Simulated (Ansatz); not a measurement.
Stretching the Ga1–H2 bond in FGaH2 (SMILES [F][GaH2]) (multiplicity 1 held, fragments rigid). Energies count from the point at 1.556 Å.
Geometry at that point (charge 0, multiplicity 1):
```xyz
4

Ga    -0.153    -0.298     0.099
H      0.624    -1.058     1.213
H     -1.476    -0.603    -0.662
F      0.622     1.212    -0.403
```

Signs of static correlation in cc-pVDZ, with CASSCF(2,2), from Ansatz (a quantum-chemistry and plane-wave program) runs.

```json
[
 {"R (Å)": "1.245", "T1 of restricted CCSD": "0.016", "⟨S²⟩ of UHF": "0.000", "largest double amplitude of restricted CCSD": "0.038", "weight of the CASSCF reference in MRCISD": "0.935", "CASSCF natural occupations": "1.99 0.01"},
 {"R (Å)": "1.401", "T1 of restricted CCSD": "0.016", "⟨S²⟩ of UHF": "0.000", "largest double amplitude of restricted CCSD": "0.051", "weight of the CASSCF reference in MRCISD": "0.935", "CASSCF natural occupations": "1.98 0.02"},
 {"R (Å)": "1.556", "T1 of restricted CCSD": "0.016", "⟨S²⟩ of UHF": "0.000", "largest double amplitude of restricted CCSD": "0.062", "weight of the CASSCF reference in MRCISD": "0.935", "CASSCF natural occupations": "1.98 0.02"},
 {"R (Å)": "1.712", "T1 of restricted CCSD": "0.016", "⟨S²⟩ of UHF": "0.000", "largest double amplitude of restricted CCSD": "0.048", "weight of the CASSCF reference in MRCISD": "0.935", "CASSCF natural occupations": "1.97 0.03"},
 {"R (Å)": "1.867", "T1 of restricted CCSD": "0.017", "⟨S²⟩ of UHF": "0.000", "largest double amplitude of restricted CCSD": "…", "weight of the CASSCF reference in MRCISD": "0.935", "CASSCF natural occupations": "1.95 0.05"},
 {"R (Å)": "2.101", "T1 of restricted CCSD": "0.018", "⟨S²⟩ of UHF": "0.000", "largest double amplitude of restricted CCSD": "0.139", "weight of the CASSCF reference in MRCISD": "0.935", "CASSCF natural occupations": "1.92 0.08"},
 {"R (Å)": "2.334", "T1 of restricted CCSD": "0.020", "⟨S²⟩ of UHF": "0.324", "largest double amplitude of restricted CCSD": "0.194", "weight of the CASSCF reference in MRCISD": "0.935", "CASSCF natural occupations": "1.88 0.12"},
 {"R (Å)": "2.723", "T1 of restricted CCSD": "0.027", "⟨S²⟩ of UHF": "0.753", "largest double amplitude of restricted CCSD": "0.309", "weight of the CASSCF reference in MRCISD": "0.935", "CASSCF natural occupations": "1.75 0.25"},
 {"R (Å)": "3.112", "T1 of restricted CCSD": "0.038", "⟨S²⟩ of UHF": "0.914", "largest double amplitude of restricted CCSD": "0.450", "weight of the CASSCF reference in MRCISD": "0.935", "CASSCF natural occupations": "1.57 0.43"},
 {"R (Å)": "3.579", "T1 of restricted CCSD": "0.053", "⟨S²⟩ of UHF": "0.980", "largest double amplitude of restricted CCSD": "…", "weight of the CASSCF reference in MRCISD": "0.935", "CASSCF natural occupations": "1.35 0.65"},
 {"R (Å)": "4.202", "T1 of restricted CCSD": "0.066", "⟨S²⟩ of UHF": "1.004", "largest double amplitude of restricted CCSD": "0.802", "weight of the CASSCF reference in MRCISD": "0.935", "CASSCF natural occupations": "1.16 0.84"},
 {"R (Å)": "4.980", "T1 of restricted CCSD": "0.070", "⟨S²⟩ of UHF": "1.009", "largest double amplitude of restricted CCSD": "0.915", "weight of the CASSCF reference in MRCISD": "0.935", "CASSCF natural occupations": "1.06 0.94"}
]
```

Problem. Fill in the missing entries.

Solution. 
- 1.867, largest double amplitude of restricted CCSD: 0.093
- 3.579, largest double amplitude of restricted CCSD: 0.624

Doubts at one or more of the structures used: a restricted determinant that unrestricted orbitals would lower (R-CCSD(T)/cc-pVDZ); other coupled-cluster roots lie near (R-CCSD(T)/cc-pVDZ); T1 above 0.05 (R-CCSD(T)/cc-pVDZ, U-CCSD(T)/cc-pVDZ); a spin-contaminated determinant (U-CCSD(T)/cc-pVDZ).
